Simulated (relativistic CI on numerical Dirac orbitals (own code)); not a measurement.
**Hyperfine structure of Ta¹⁹⁺, mass number 181**

Calculated at this level of theory: Dirac-Coulomb-Breit CI, orbitals from a KLI potential per configuration, QED by a radiative potential, unscaled Slater integrals (own radial code, finite nucleus).

Configuration list (outside the closed core [Ar] 3d10 4p6 4d10): 4s2 4f8, 4s2 4f7 5s, 4s2 4f6 5s2, 4s2 4f7 6s, 4f10. Levels of other configurations are missing.

Nuclear spin I = 7/2, μ = 2.365 μN, Q = 3.17 b (tables of Stone and Pyykkö). The electronic factors are computed for point nuclear moments, without core polarisation or the Bohr-Weisskopf and QED corrections.

```
        Level  E (eV)  A (MHz)  B (MHz)
 4s2 4f8 7F_6  0.0000    828.7    11700
 4s2 4f8 7F_5  0.9603    695.9     5640
 4s2 4f8 7F_4  1.3282    725.4     1250
 4s2 4f8 7F_3  1.7867    672.7    -1880
 4s2 4f8 7F_2  2.0542    668.9    -3520
 4s2 4f8 7F_1  2.2684      656    -3350
 4s2 4f8 5D_4  4.8925    717.3     1900
4s2 4f8 5L_10  6.3086     1316     -525
```

Levels with J = 0, under 50 % of one LS term, or S terms without an open s electron are left out. Small factors come from cancelling terms and can be off by tens of per cent or more.

At this charge energies of transitions that change n are usually good to better than 1 %, and those within a shell (Δn = 0) to a few per cent. Terms inside the open d or f shell come out 10 to 20 % too wide with unscaled integrals.

Task: Give the hyperfine levels of 4s2 4f8 7F_6 relative to its centre of gravity.

Result: With K = F(F + 1) − I(I + 1) − J(J + 1), E = AK/2 + B[¾K(K + 1) − I(I + 1)J(J + 1)]/[2I(2I − 1)J(2J − 1)]: F = 5/2: -15660, F = 7/2: -14750, F = 9/2: -13120, F = 11/2: -10440, F = 13/2: -6289, F = 15/2: -168.1, F = 17/2: 8487, F = 19/2: 20320 MHz.

LS names give the leading component of a level, which can be under half, so a name can repeat, a term be missing and a line seem to break the LS rules.
